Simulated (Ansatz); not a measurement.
The cluster Cu6P⁻, relaxed as a singlet with RKS PBE0-D4/def2-SVPD in Ansatz, starting from the GFN2-xTB geometry. Force threshold 0.02 eV/Å.

The structure comes from a short search, and lower isomers may exist.

Start:

```xyz
7

P    -0.741   -1.472    0.570
Cu    1.419   -0.892    1.105
Cu   -1.599    2.628   -0.453
Cu   -1.671    0.596    0.563
Cu    3.520    0.009    1.350
Cu   -0.648    0.690   -1.581
Cu   -0.280   -1.559   -1.555
```

Problem. Estimate the energy that the relaxation releases and the steps that it takes.

Solution. 185.0 kJ/mol, in 18 steps; 4.8 min on 4 threads of Arm Neoverse V2 on a shared host. No frequencies were taken in this run, so the end may be a saddle point.

Problem. Does the start keep its bonding and symmetry?

Solution. Bonds formed: Cu2–Cu6, Cu5–Cu6 (atoms count from 1). Metal–metal contacts that move far: Cu4–Cu7 3.33 to 2.50 Å, Cu2–Cu4 3.47 to 2.72 Å, Cu2–Cu7 3.23 to 2.50 Å. The end is the same structure that another start reached.

Problem. Predict the relaxed structure.

Solution. 
```xyz
7

P    -1.1718   -1.9368    0.6660
Cu    0.8306   -0.9646    0.9075
Cu   -1.2163    2.4856   -0.5915
Cu   -1.5225    0.2378    0.2660
Cu    2.7504    0.4541    0.4791
Cu    0.6439    1.0273   -0.4395
Cu   -0.3143   -1.3033   -1.2875
```
Bond lengths (bridged metal pairs left out): 7 × Cu–Cu 2.37 to 2.66 Å; 3 × Cu–P 2.23 to 2.24 Å.
